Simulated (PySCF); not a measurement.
Compound: C₆H₈O₂.
SMILES: `OCC1OC=CCC=1`

The closed-shell SCF was solved with PySCF and density fitting under several settings on one GFN2-xTB geometry (grid level 2 and gas phase unless stated).

```csv
settings,basis functions,SCF cycles,E (Eh),HOMO (eV),LUMO (eV),dipole (D)
PBE0/pcSseg-1,176,14,-383.3694,-6.29,0.02,2.04
PBE0/def2-SVPD,230,14,-383.1596,-6.33,-0.09,2.11
"BP86/pcSseg-0, IEF-PCM chloroform",88,15,-382.9943,-5.18,-0.97,2.64
```

Q: Estimate the rows for these settings: (1) OPBE/MINI, fitting basis def2-qzvpp-jkfit; (2) WP04/pcSseg-1, fitting basis def2-universal-jkfit.

A: 
```json
{"settings": "OPBE/MINI, fitting basis def2-qzvpp-jkfit", "basis functions": "48", "SCF cycles": "12", "E (Eh)": "-380.7136", "HOMO (eV)": "-6.52", "LUMO (eV)": "-2.81", "dipole (D)": "1.44"}
{"settings": "WP04/pcSseg-1, fitting basis def2-universal-jkfit", "basis functions": "176", "SCF cycles": "11", "E (Eh)": "-392.5381", "HOMO (eV)": "-7.48", "LUMO (eV)": "-2.10", "dipole (D)": "2.16"}
```

Q: Over all rows, what range does the HOMO–LUMO gap span?

A: From 3.71 eV (OPBE/MINI, fitting basis def2-qzvpp-jkfit) to 6.31 eV (PBE0/pcSseg-1). The functional of the narrowest has no exact exchange, that of the widest 25 % exact exchange.

Q: Compare two rows with the functional PBE0: PBE0/pcSseg-1 and PBE0/def2-SVPD. Which energy is lower, and by how much?

A: PBE0/pcSseg-1 (176 functions) lies 0.2098 Eh or 132 kcal/mol below PBE0/def2-SVPD (230 functions). The smaller set gives the lower energy; the two sets aren't nested, so the variational bound doesn't order them by size.

Cycle counts include a coarse-grid stage where the run had one. WP04 was designed for NMR shieldings or shifts; total energies of different functionals aren't comparable. The species at its GFN2-xTB geometry (one conformer only).

Conformer computed: `[OH:1][CH2:2][C:3]1=[CH:4][CH2:5][CH:6]=[CH:7][O:8]1`: O1–C2–C3–C4 -119°, H–O1–C2–C3 -51°.
